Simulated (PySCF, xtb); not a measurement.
C2H5Ga: where a starting geometry ends

The starting geometry of this gas-phase singlet was built from a drawn formula by distance geometry; its bonds are those of `C[C][GaH2]`.

```yaml
atoms:
  - { symbol: C, position_ang: [-1.0482, 1.1850, -0.2720] }
  - { symbol: C, position_ang: [0.2803, 0.9765, 0.4211] }
  - { symbol: Ga, position_ang: [0.9296, 0.7073, 2.0139] }
  - { symbol: H, position_ang: [-1.9426, 0.8910, 0.3301] }
  - { symbol: H, position_ang: [-1.1304, 2.1829, -0.7002] }
  - { symbol: H, position_ang: [-1.0747, 0.4875, -1.1550] }
  - { symbol: H, position_ang: [1.4077, 2.0432, 2.8517] }
  - { symbol: H, position_ang: [1.5332, -0.4547, 2.7280] }
```

Problem. Where would you expect an optimisation with r2SCAN-D4/def2-SVP to take it?

Solution. It keeps its bonds, and is `C[C][GaH2]`.

The energy falls by 0.58 eV over 22 steps:

```tsv
step	E − E(last) (eV)
1	0.577
3	0.141
6	0.074
8	0.037
10	0.007
13	0.000
15	0.000
17	0.000
20	0.000
22	0.000
```

Final geometry (Å):

```xyz
8

C    -1.0598    1.1911   -0.2481
C    -0.1381    1.0807    0.8221
Ga    1.0930    0.7968    2.1429
H    -2.1460    1.1805   -0.0222
H    -0.8232    1.8733   -1.0905
H    -0.8305    0.1581   -0.6345
H     1.3071    1.9527    3.1540
H     1.8173   -0.5747    2.1507
```

From the same start GFN2-xTB ends elsewhere, differing in C2–H7 (1.12 against 2.88 Å here), Ga3–H7 (2.44 against 1.55 Å here).

The end wasn't checked by frequencies. Run with PySCF 2.14.0, 3.4 min on 2 threads of Arm Neoverse V1, with other jobs on the host.
